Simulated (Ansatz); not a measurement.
`CC(C)(C)C#CC#CC#CC(C)(C)C`, 32 atoms. Hardware: 4 threads of Arm Neoverse V2 on a shared host.

Correlated methods freeze 14 core orbitals.

(1) How many basis functions does each of these Ansatz runs have, and roughly what does it cost? PBE0-D4/def2-SVP, charge -1 doublet at the geometry of the charge 0 singlet, energy; MP2/def2-SVP, charge 0 singlet, energy, from earlier orbitals; PBE-D4/def2-SVP, charge -1 doublet at the geometry of the charge 0 singlet, energy, from earlier orbitals; PBE-D4/def2-SVP, charge 0 triplet at the geometry of the charge 0 singlet, energy, from earlier orbitals; PBE0-D4/def2-SVP, charge 1 doublet at the geometry of the charge 0 singlet, energy; PBE-D4/def2-SVP, charge 0 singlet, relaxation, 4 steps; r2SCANh-D4/def2-TZVP, charge 0 singlet, energy, from earlier orbitals; HF/6-31G, charge 0 singlet, energy; PBE0-D4/def2-SVP, charge 0 singlet, energy, from earlier orbitals; B97M-V/def2-SVP, charge -1 doublet at the geometry of the charge 0 singlet, energy, from earlier orbitals; PBE0-D4/def2-SVP, charge 0 triplet at the geometry of the charge 0 singlet, energy; B97M-V/def2-SVP, charge 1 doublet at the geometry of the charge 0 singlet, energy, from earlier orbitals.

## Answers

(1) Other jobs shared the machine, so times can vary by a factor of up to 3. A dash marks memory too small to be measured apart from the calling script's.

```json
{"run": "HF/6-31G, charge 0 singlet, energy", "functions": "162", "fitting or Cholesky vectors": "2344", "wall time": "2.5 s", "peak host memory (GiB)": "–"}
{"run": "PBE0-D4/def2-SVP, charge 0 singlet, energy, from earlier orbitals", "functions": "286", "fitting or Cholesky vectors": "3256", "wall time": "9 s", "peak host memory (GiB)": "1.7"}
{"run": "MP2/def2-SVP, charge 0 singlet, energy, from earlier orbitals", "functions": "286", "fitting or Cholesky vectors": "2992", "wall time": "13 s", "peak host memory (GiB)": "1.1"}
{"run": "PBE-D4/def2-SVP, charge 0 singlet, relaxation, 4 steps", "functions": "286", "fitting or Cholesky vectors": "3256", "wall time": "15 s", "peak host memory (GiB)": "–"}
{"run": "r2SCANh-D4/def2-TZVP, charge 0 singlet, energy, from earlier orbitals", "functions": "542", "fitting or Cholesky vectors": "3312", "wall time": "35 s", "peak host memory (GiB)": "3"}
{"run": "PBE-D4/def2-SVP, charge 0 triplet at the geometry of the charge 0 singlet, energy, from earlier orbitals", "functions": "286", "fitting or Cholesky vectors": "3256", "wall time": "43 s", "peak host memory (GiB)": "1.3"}
{"run": "PBE-D4/def2-SVP, charge -1 doublet at the geometry of the charge 0 singlet, energy, from earlier orbitals", "functions": "286", "fitting or Cholesky vectors": "3256", "wall time": "65 s", "peak host memory (GiB)": "1.3"}
{"run": "PBE0-D4/def2-SVP, charge -1 doublet at the geometry of the charge 0 singlet, energy", "functions": "286", "fitting or Cholesky vectors": "2992", "wall time": "2.2 min", "peak host memory (GiB)": "2.5"}
{"run": "PBE0-D4/def2-SVP, charge 0 triplet at the geometry of the charge 0 singlet, energy", "functions": "286", "fitting or Cholesky vectors": "2992", "wall time": "2.5 min", "peak host memory (GiB)": "2.4"}
{"run": "PBE0-D4/def2-SVP, charge 1 doublet at the geometry of the charge 0 singlet, energy", "functions": "286", "fitting or Cholesky vectors": "2992", "wall time": "2.9 min", "peak host memory (GiB)": "2.4"}
{"run": "B97M-V/def2-SVP, charge -1 doublet at the geometry of the charge 0 singlet, energy, from earlier orbitals", "functions": "286", "fitting or Cholesky vectors": "3256", "wall time": "4.6 min", "peak host memory (GiB)": "1.8"}
{"run": "B97M-V/def2-SVP, charge 1 doublet at the geometry of the charge 0 singlet, energy, from earlier orbitals", "functions": "286", "fitting or Cholesky vectors": "3256", "wall time": "5.4 min", "peak host memory (GiB)": "1.8"}
```
